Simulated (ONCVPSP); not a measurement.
## fluorine (F), ONCV: configuration errors across variants

```
Element                 : fluorine (F)
Generator               : ONCVPSP 4.0.1
Type                    : optimised norm-conserving Vanderbilt (ONCV)
Functional              : LDA (Perdew-Zunger)
Relativity              : scalar-relativistic
Frozen core             : [He]
Valence charge          : 7
Reference configuration : 2s2 2p5
Partial waves           : 2s: rc 0.55 bohr, ncon 3, nbas 7, qcut 9.6 1/bohr, 1 projector; 2p: rc 1.15 bohr, ncon 4, nbas 7, qcut 9.9 1/bohr, 3 projectors, debl 0.4 Ha; d scattering state at 0.1 Ha: rc 1.25 bohr, ncon 5, nbas 9, qcut 7.4 1/bohr, 2 projectors, debl 0.3 Ha
Local potential         : polynomial inside 0.45 bohr (lpopt 5, dvloc0 6 Ha)
Core correction         : Teter function, fcfact 4.75, rcfact 1.4
```

In the p channel the program set the typed energies aside and used -0.415, 0.250, 0.650 Ha.

All-electron excitation energies from the reference (eV): (1) 2s2 2p4 19.555; (2) 2s2 2p3 58.067; (3) 2s2 2p2 118.799; (4) 2s2 2p1 204.666.

A true bound ghost makes a file unfit for plane-wave use even where its test errors are small: the radial tests pick states by their node count and pass the ghost by.

Errors AE − PS in meV (a dash: test not solved or not reliable):

```tsv
change	(1)	(2)	(3)	(4)	bound ghosts	GHOST(+) flags above zero
base	+14	+122	+487	+1382	p	d
p: qcut 6.4	+31	+254	+982	+2705	p	d
p: qcut 8.1	+21	+174	+680	+1905	p	d
p: qcut 9.3	-5.5	+33	+271	+1023	p	p, d
p: qcut 11.2	+11	+97	+392	+1121	none	p, d
p: qcut 13	+8.0	+74	+302	+876	none	d
```

Give the same row for: p: qcut 14.8.

+5.8, +56, +236, +691; bound ghosts: none; GHOST(+) flags above zero: d.
